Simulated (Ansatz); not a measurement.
A structure relaxed at PBE0-D4/def2-TZVP, charge 0, multiplicity 1:

```
atom   x (Å)   y (Å)   z (Å)
  C1   1.800   1.192  -0.982
  N2   0.894   0.892   0.100
 Ge3   1.020   1.822   1.692
  C4  -0.054  -0.096  -0.090
  C5  -0.151  -0.804  -1.297
  C6  -1.109  -1.791  -1.465
  C7  -1.998  -2.109  -0.452
  C8  -1.911  -1.415   0.747
  C9  -0.960  -0.429   0.928
 H10   1.266   1.531  -1.879
 H11   2.406   0.321  -1.261
 H12   2.482   1.987  -0.682
 H13  -0.292   2.572   1.984
 H14   2.177   2.805   1.478
 H15   1.322   0.861   2.855
 H16   0.525  -0.586  -2.113
 H17  -1.155  -2.319  -2.411
 H18  -2.744  -2.881  -0.590
 H19  -2.594  -1.642   1.558
 H20  -0.926   0.090   1.880
```

Q: Give its formula and SMILES.

A: C7H11GeN, `C[N]([GeH3])c1ccccc1`.

Q: Point group (tolerance 0.08 Å, 0.16 Å for H)?

A: Cs.

Q: Summarise the bond lengths by kind.

A: 2 × C–N 1.382 to 1.443 Å; 8 × C–H 1.081 to 1.097 Å; 1 × Ge–N 1.848 Å; 3 × Ge–H 1.534 to 1.539 Å; 6 × C–C 1.381 to 1.403 Å.

All numbers were calculated with Ansatz.
